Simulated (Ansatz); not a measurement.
`C=CC1=C(C=C)CC1` → `Cc1ccccc1C`  (isomerisation)

Calculated with Ansatz (gas phase, PBE0-D4/def2-TZVP geometries, no zero-point term in ΔE). CCSD(T)/CBS is the MP2 limit (def2-TZVPP, def2-QZVPP) plus CCSD(T) − MP2 in def2-TZVPP, frozen cores. Functionals use def2-TZVPP. B3LYP here is the variant with VWN-RPA as its local correlation; programs differ in this. HSE06 is defined as in plane-wave codes. Each species was taken in one conformer, which may not be the lowest.

| level | ΔE (kcal/mol) | difference from CCSD(T)/CBS |
| --- | --- | --- |
| LDA (SPW92) | -62.3 | -4.0 |
| PBE-D4 | -57.5 | 0.8 |
| revPBE-D4 | -58.0 | 0.3 |
| r2SCAN-D4 | -60.8 | -2.5 |
| PBE0-D4 | -60.4 | -2.1 |
| HSE06-D4 | -60.1 | -1.8 |
| B2PLYP | -59.7 | -1.4 |
| PBE-QIDH | -62.5 | -4.2 |
| revPBE | -53.8 | 4.5 |
| r2SCAN | -60.5 | -2.2 |
| PBE0 | -59.5 | -1.2 |
| B3LYP | -57.5 | 0.8 |
| r2SCANh | -61.3 | -3.0 |
| MP2/def2-SVP | -65.0 | -6.7 |
| CCSD(T)/def2-SVP | -58.9 | -0.6 |
| HF/def2-TZVPP | -57.7 | 0.6 |
| CCSD(T)/CBS | -58.3 | 0 |

Largest T1 diagnostic among the species: 0.011.

The D4 term adds −1.9 kcal/mol with B3LYP and −0.9 kcal/mol with PBE0; it sums over pairs of atoms, weighted by their polarisabilities, and B3LYP, whose exchange is more repulsive, gets the larger term. From r2SCAN to r2SCAN0 (25 % exact exchange), in def2-TZVPP and without D4, ΔE moves by −1.6 kcal/mol. Leaving LDA and LC-ωPBE aside and taking each functional with its dispersion term where it has one, the values, not all of them listed here, spread over 5.5 kcal/mol, from PBE-QIDH to BLYP-D4. LDA lies −5.9 kcal/mol from PBE without D4.

CCSD(T)/CBS has its own doubt, a few kJ/mol and more with outer-core shells, so smaller differences from it don't rank the levels.
